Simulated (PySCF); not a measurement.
Species: C5H9NOSi.
Numbering: `[CH2:1]=[N:2][Si@H:3]1[CH2:4][C@H:5]([CH:6]=[O:7])[CH2:8]1`

Structure used (GFN2-xTB), in Å, numbered top down from 1:
```
atom  x, y, z in Å
C1     3.343   -0.495   -0.251
N2     2.137   -0.614    0.050
Si3    0.736    0.323   -0.292
C4    -0.721   -0.830   -0.705
C5    -1.503   -0.288    0.501
C6    -2.408    0.834    0.123
O7    -2.296    1.512   -0.862
C8    -0.342    0.379    1.284
H9     3.758    0.321   -0.847
H10    4.052   -1.243    0.094
H11    0.820    1.575   -1.039
H12   -1.242   -0.678   -1.646
H13   -0.503   -1.889   -0.595
H14   -2.048   -1.037    1.080
H15   -3.191    1.058    0.878
H16    0.000   -0.261    2.093
H17   -0.600    1.348    1.704
```

NICS is the negative of the GIAO shielding at a point without a nucleus: at the ring centre (0) and 1 Å above and below it (1); zz is the component along the ring normal. Level: GIAO PBE0/pcSseg-1 (PySCF, non-relativistic, gas phase) on the GFN2-xTB geometry, one conformer.

Ring bond lengths (Å), with Mayer bond orders in brackets: Si3–C4 1.903 (0.93), C4–C5 1.536 (0.97), C5–C8 1.551 (0.94), C8–Si3 1.911 (0.90).

**Question.** Give the NICS values of each ring in ppm.

**Answer.** 
```
        ring                                              type  NICS(0)  NICS(1), two faces  NICS(1)zz, two faces  rms pucker (Å)  centre to ring atoms, mean (Å)
Si3–C4–C5–C8  4-membered ring with Si; formal bonds all single      0.8          -0.9 / 0.4             0.8 / 5.3            0.11                            1.21
```

**Question.** What do they say, and how far can they be read as aromaticity?

**Answer.** 
- Si3–C4–C5–C8: mean NICS(1)zz 3.1 ppm, deshielded. Si3, C4, C5, C8 have four or more neighbours; no verdict on aromaticity is drawn. The two faces differ by 4.5 ppm, so no symmetry operation interchanges them.

**Question.** At the second NICS(1) probe listed for ring Si3–C4–C5–C8, 1 Å off the ring, how large is the induced field along the normal in 7.05 T applied along it?

**Answer.** NICSzz × B0 = 5.3 ppm × 7.05 T = 37 μT, along the applied field.
